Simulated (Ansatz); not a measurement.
```yaml
crystal:
  periodic: [false, false, false]
  atoms:
    - {symbol: Si, position_ang: [-0.000052, -0.000015, -0.000048]}
    - {symbol: O, position_ang: [0.009435, 0.092420, 1.662983]}
    - {symbol: H, position_ang: [-0.813482, 0.457758, 2.032792]}
    - {symbol: O, position_ang: [1.598325, -0.041740, -0.466650]}
    - {symbol: H, position_ang: [2.182517, 0.476533, 0.114336]}
    - {symbol: O, position_ang: [-0.898822, 1.299570, -0.526919]}
    - {symbol: H, position_ang: [-1.261126, 1.179280, -1.422259]}
    - {symbol: O, position_ang: [-0.709163, -1.350279, -0.669558]}
    - {symbol: H, position_ang: [-0.107642, -2.113517, -0.724665]}
basis:
  gaussian: {orbitals: "6-31G*"}
hamiltonian: {xc: {name: wB97X-V}}
accuracy: high
scf: {lower_state_search: off}
output: {forces: true}
```

```sh
$ ansatz run in.yaml --threads 4 --pin off --events-out ev --progress --plain --max-ram 3916MiB
```

Shortened log:

```
Functional definition: wB97X-V
1870 factors; integrals over basis functions are off by at most 3.9e-9 eV
351 factors; integrals over basis functions are off by at most 1.3e-9 eV
mean field evaluation 1: about -16121.9655 eV, gradient 7.3e1 eV
mean field evaluation 2: about -16123.2424 eV, gradient 6.9e1 eV
mean field evaluation 4: about -16130.8197 eV, gradient 4.8e-1 eV
mean field evaluation 8: about -16130.9498 eV, gradient 2.5e-2 eV
mean field evaluation 16: about -16130.9498 eV, gradient 2.6e-6 eV
mean field -16130.94979182 eV, -592.8014708989 hartree, gradient 6.0e-8 eV, S^2 0.000000; 0 other end points of the search recorded, 0 dependent functions left out
reference -16130.94979165 eV, -592.8014708928 hartree; 25, 25 occupied and 62, 62 virtual orbitals, 1870 factors
Total energy: -16130.94979165 eV, -592.8014708928 hartree
Atom 0 at    -0.000052    -0.000015    -0.000048 Å, force    -0.000283     0.000271     0.000219 eV/Å
Atom 1 at     0.009435     0.092420     1.662983 Å, force    -0.282398     0.091237    -0.488146 eV/Å
Atom 2 at    -0.813482     0.457758     2.032792 Å, force     0.283926    -0.120165    -0.133697 eV/Å
Atom 3 at     1.598325    -0.041740    -0.466650 Å, force    -0.390645     0.190164     0.370247 eV/Å
Atom 4 at     2.182517     0.476533     0.114336 Å, force    -0.206043    -0.181984    -0.193832 eV/Å
Atom 5 at    -0.898822     1.299570    -0.526919 Å, force     0.208233    -0.520812    -0.107898 eV/Å
Atom 6 at    -1.261126     1.179280    -1.422259 Å, force     0.122271     0.033290     0.309773 eV/Å
Atom 7 at    -0.709163    -1.350279    -0.669558 Å, force     0.465912     0.240027     0.227219 eV/Å
Atom 8 at    -0.107642    -2.113517    -0.724665 Å, force    -0.200974     0.267973     0.016114 eV/Å
Dipole moment:     0.000175     0.000023     0.000095 e Å
Checks for a lower state left out: stability, starts, cluster_reference, orbital_swaps, neighbouring_geometries, increment
```

Hardware: 4 threads of Arm Neoverse V1 on a shared host. Wall time 13 s.

The 6-31G sets use Cartesian d functions.
